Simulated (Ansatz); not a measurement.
Ideal-gas functions of `[CH3][Hf]([F])([F])[Cl]` at 600 K and 1 bar, from an Ansatz frequency run at PBE0-D4/def2-TZVP.

Molar mass 266.97 g/mol, point group Cs (symmetry number 1), electronic degeneracy 1, moments of inertia 188.148, 310.393, 312.019 u Å². Harmonic wavenumbers (cm⁻¹, unscaled): 86, 113, 117, 146, 146, 160, 378, 517, 530, 535, 655, 661, 1192, 1414, 1415, 3022, 3109, 3110.

Use S(trans) = R[1.5 ln M + 2.5 ln T − 1.1517]; rotational temperatures θ = 24.2544 K / I; S(rot) = R[ln(√π/σ · √(T³/θAθBθC)) + 1.5]; for each mode x = 1.438777 ν̃/T, S = R[x/(eˣ − 1) − ln(1 − e⁻ˣ)] and H = RT x/(eˣ − 1); 1 cm⁻¹ = 0.0119627 kJ/mol; R = 8.31446 J/(mol·K).

Q: By hand: the entropy, in J/(mol·K).

A: Translation 193.1. Rotation: θ = 0.1289, 0.0781, 0.0777 K, giving 126.7. Vibration, mode by mode: 21.46, 19.20, 18.91, 17.08, 17.08, 16.33, 9.41, 7.04, 6.86, 6.79, 5.37, 5.30, 1.94, 1.27, 1.27, 0.05, 0.04, 0.04, in all 155.4. Electronic 0.0. Sum 475.2 J/(mol·K).

Q: By hand: H − E and G − E in kJ/mol, counted from the electronic energy.

A: Zero-point energy ½ × 17306 × 0.0119627 = 103.5; thermal vibration 42.3; translation, rotation and pV give 4 RT = 20.0. H − E = 165.8 kJ/mol, and G − E = 165.8 − 600 × 475.2/1000 = -119.3 kJ/mol.

Vibration gives 33 % of the entropy, 93.7 J/(mol·K) of it from the modes under 150 cm⁻¹: soft modes count most, and the harmonic formula is weakest for them.
